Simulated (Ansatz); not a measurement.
Basis-set extrapolation for CH5AlBClO (`[CH3][Al]([Cl])[BH]O`) (PBE0-D4/def2-TZVP geometry, frozen core, the Gaussian-basis code of Ansatz). Multiplicity 1, RHF reference.

|  | def2-TZVPP | def2-QZVPP |
| --- | --- | --- |
| HF | -841.936055 | -841.962487 |
| MP2 correlation | -0.775275 | -0.838233 |
| CCSD(T) correlation | -0.856595 | not run |

Energies in hartree. Use E(X) = E(∞) + A·exp(−7.88·√X) for Hartree–Fock and E(X) = E(∞) + B·X^(−2.97) for correlation, with X = 3 and 4, and add CCSD(T) minus MP2 of the smaller set to the MP2 limit.

Q: What is the CCSD(T) energy at the basis-set limit?

A: HF limit: -841.962487 + (-0.026432) × 0.13774 = -841.96613. MP2 limit: -0.838233 + (-0.062958) × 0.74074 = -0.88487. Higher-order term: -0.856595 − (-0.775275) = -0.08132. Total: -842.93232 hartree, 3.80 eV below CCSD(T)/def2-TZVPP.
